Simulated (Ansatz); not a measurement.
Stepwise reaction of `[F][Sn]([F])([Br])[Br]` with hydrogen chloride, as a gas-phase model of exchange steps in deposition or etching. ΔE in kJ/mol; ΔG adds harmonic PBE0-D4 terms to CCSD(T)/CBS, at 1 bar.

Calculated with Ansatz (gas phase, PBE0-D4/def2-TZVP geometries, no zero-point term in ΔE). CCSD(T)/CBS adds triple-zeta CCSD(T) − MP2 to the extrapolated MP2 energy (def2 sets, frozen cores). This one scheme is used for every species. DFT in def2-TZVPP. B3LYP here is the variant with VWN-RPA as its local correlation; programs differ in this. Elements past krypton have def2 core potentials. For Br, Sn outer-core shells are correlated without core-valence functions, which leaves a few kJ/mol of doubt a bond. Scalar relativity is left out up to krypton.

```json
{"step": "1", "reaction": "`[F][Sn]([F])([Br])[Br]` + HCl → `[F][Sn]([F])([Cl])[Br]` + HBr", "PBE-D4": "16.4", "B3LYP-D4": "16.4", "ωB97M-V": "14.9", "CCSD(T)/CBS": "17.9", "ΔG(400 K)": "14.1"}
```

Give the row of step 2, `[F][Sn]([F])([Cl])[Br]` + HCl → `[F][Sn]([F])([Cl])[Cl]` + HBr. (An estimate is asked.)

The calculation gave: 
```csv
step,reaction,PBE-D4,B3LYP-D4,ωB97M-V,CCSD(T)/CBS,ΔG(400 K)
2,`[F][Sn]([F])([Cl])[Br]` + HCl → `[F][Sn]([F])([Cl])[Cl]` + HBr,16.7,16.6,15.1,18.1,18.8
```

By hand: ΔE of the 2 steps together at CCSD(T)/CBS.

(17.9) + (18.1) = 36.0 kJ/mol, or 18.0 kJ/mol a step.

In ΔE the steps differ by no more than 0.2 kJ/mol. All are uphill at CCSD(T)/CBS. ΔG lies between 14.1 and 18.8 kJ/mol a step. PBE-D4 differs from CCSD(T)/CBS by -1.5 to -1.4 kJ/mol a step. Isolated molecules leave out the surface, adducts and barriers. Largest T1 diagnostic: 0.013.
